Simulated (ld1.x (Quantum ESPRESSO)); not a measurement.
**Transferability test, ultrasoft potential for Ag (Z = 47)**

- Element: Ag (Z = 47)
- Generator: ld1.x (Quantum ESPRESSO) 7.5
- Type: ultrasoft
- Functional: Wu–Cohen
- Relativity: scalar-relativistic
- Frozen core: [Kr]
- Valence charge: 11
- Reference configuration: 4d9 5s0 5p0 (charge +2)
- Partial waves: 5s (bound, empty): rcut 1.95, rcutus 2.10 bohr; 5s channel at 0.05 Ry: rcut 1.95, rcutus 2.10 bohr; 5p (bound, empty): rcut 2.45, rcutus 2.75 bohr; 5p channel at 3.8 Ry: rcut 2.45, rcutus 2.75 bohr; 4d (bound): rcut 1.90, rcutus 2.20 bohr; 4d channel at 1.35 Ry: rcut 1.90, rcutus 2.20 bohr
- Local potential: all-electron potential smoothed inside 2.10 bohr (lloc = -1)
- Core correction: none
- Augmentation charge: PSQ, radius 1.60 bohr

Energies are relative to the spin-unpolarised reference configuration 4d9 5s0 5p0; without spin polarisation the order of configurations can differ from experiment. The frozen-core shift is the all-electron ΔE with the core orbitals held at their reference shape minus the fully relaxed ΔE.

| valence configuration | charge | ΔE all-electron (eV) | error AE − PS (meV) | frozen-core shift (meV) |
| --- | --- | --- | --- | --- |
| 4d10 5s1 5p0 | 0 | -29.857 | +22 | +47 |
| 4d10 5s0 5p0 | +1 | -22.127 | -14 | +58 |
| 4d8 5s0 5p0 | +3 | 36.202 | -42 | +116 |
| 4d7 5s0 5p0 | +4 | 87.922 | -228 | +598 |
| 4d9 5s2 5p0 | 0 | -25.808 | +84 | +1.6 |
| 4d10 5s0 5p1 | 0 | -25.886 | +9.0 | +50 |

(1) What are ΔE and the potential's error for 4d9 5s1 5p0?

Levels in the configuration 4d10 5s0 5p0:

```
level  all-electron (eV)  pseudo (eV)
   4d            -15.651      -15.627
```

Answers

(1) ΔE = -16.689 eV all-electron; the error (AE − PS) is +37 meV.

A variational frozen-core shift is positive and of second order in the change. This column holds negative values, so the frozen-core run of ld1.x carries numerical noise or an error of first order here, and the column gives no more than the rough size of the effect.
